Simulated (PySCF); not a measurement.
**Ionising InH**

PBE0; basis In def2-TZVP with ECP28, H def2-TZVP; scalar-relativistic core potentials; PySCF 2.14. Neutral (UKS): singlet (closed shell), Re = 1.850 Å, ωe = 1463 cm⁻¹, De = 2.62 eV, HOMO -5.70 eV, LUMO -1.74 eV.

InH⁺ (UKS): doublet (σ ↑), Re = 1.848 Å, ωe = 1085 cm⁻¹, De = 0.32 eV to In⁺ + H. The energies at the minima are -190.71142 hartree for InH and -190.42022 for InH⁺.

(1) Work out the adiabatic ionisation energy, without and with harmonic zero-point energies (1 hartree = 27.2114 eV, 1 eV = 8065.5 cm⁻¹), and the change of the bond length.

Weak bonds: InH⁺. Basis-set superposition, not corrected here, can be much of De in a small basis, most of all at correlated wavefunction levels. Spin–orbit coupling is left out, which matters for elements this heavy, above all for dissociation energies. For an ion De counts to the pair picked by the measured ionisation energies or electron affinities, which need not be the lowest pair at this level. States were picked by a PBE0 search and need not be the measured ground states.

Answers

(1) At PBE0: 0.29120 hartree = 7.924 eV between the minima; the zero-point term (1085.0 − 1463.0)/2 cm⁻¹ = -0.023 eV makes it 7.901 eV. Re changes by -0.2 pm against the neutral. Minus the HOMO energy is 5.70 eV, -2.22 eV from the value between the minima; self-interaction puts the Kohn–Sham level too high, less so with exact exchange. The electron leaves a σ orbital, and the small change of length marks it as nearly non-bonding.
